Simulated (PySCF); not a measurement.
# NaSr at PBE0

Computed with PBE0; PySCF, spin-free X2C with a Gaussian nucleus, basis sets Na x2c-TZVPall, Sr x2c-TZVPall.

```
state                                            : ²Σ⁺ (doublet), unpaired electrons σ ↑
bond length                                      : 3.859 Å
harmonic wavenumber                              : 93.5 cm⁻¹
force constant                                   : 0.0938 mdyn/Å
rotational constant Be                           : 0.06213 cm⁻¹
anharmonicity ωexe                               : 0.803 cm⁻¹
vibration–rotation constant αe                   : 0.000587 cm⁻¹
well depth De to Na + Sr                         : 0.28 eV
dissociation energy D0                           : 0.27 eV
bond order (Mayer)                               : 0.60
dipole moment (positive dipole means Na(−)Sr(+)) : -0.29 D
```

The bond is weak. Basis-set superposition, not corrected here, can be much of De in a small basis, most of all at correlated wavefunction levels. Functionals without a dispersion term scatter widely for such bonds, and LDA overbinds them. Spin–orbit coupling is left out. The state is the lowest determinant that a PBE0 search found; another state may lie lower at other levels.
